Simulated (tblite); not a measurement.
Level: GFN2-xTB in tblite, geometry and Hessian alike; calculated harmonic values, unscaled, isolated species. Errors from tens to a few hundred cm⁻¹ against measured bands are possible. Modes of hydrogen on phosphorus and silicon can be 10 to 20 % off. One conformer each. Thermal functions are those of the rigid rotor and harmonic oscillator, without mixing of conformers.

Problem. Order these by their heat capacity Cp at 200 K, highest first (cal/(mol K)).
A. `CCOC[C@@](C)(Cl)CF`
B. `CC[C@@H](OC)[C@@](C)(F)Cl`
C. `F[Si@]([SiH3])(P)CC[SiH3]`
D. `CC[C@@H](F)[C@@H](CCl)OC`

Solution. C (38.6), B (32.5), A (31.9), D (31.2).

```json
{"SMILES": "F[Si@]([SiH3])(P)CC[SiH3]", "atoms": "19", "mass (u)": "170.00", "symmetry number": "1", "modes under 300 cm⁻¹": "12", "ZPE (kcal/mol)": "77.4", "S translation (cal/(mol K))": "39.3", "S rotation": "29.9", "S vibration": "34.9", "S": "104.1", "Cp": "38.6"}
{"SMILES": "CC[C@@H](OC)[C@@](C)(F)Cl", "atoms": "21", "mass (u)": "154.06", "symmetry number": "1", "modes under 300 cm⁻¹": "10", "ZPE (kcal/mol)": "107.7", "S translation (cal/(mol K))": "39.0", "S rotation": "28.5", "S vibration": "22.6", "S": "90.2", "Cp": "32.5"}
{"SMILES": "CCOC[C@@](C)(Cl)CF", "atoms": "21", "mass (u)": "154.06", "symmetry number": "1", "modes under 300 cm⁻¹": "10", "ZPE (kcal/mol)": "107.9", "S translation (cal/(mol K))": "39.0", "S rotation": "28.9", "S vibration": "24.3", "S": "92.2", "Cp": "31.9"}
{"SMILES": "CC[C@@H](F)[C@@H](CCl)OC", "atoms": "21", "mass (u)": "154.06", "symmetry number": "1", "modes under 300 cm⁻¹": "10", "ZPE (kcal/mol)": "108.1", "S translation (cal/(mol K))": "39.0", "S rotation": "28.9", "S vibration": "23.1", "S": "91.0", "Cp": "31.2"}
```

Entropies and Cp are for 200 K and 1 bar.
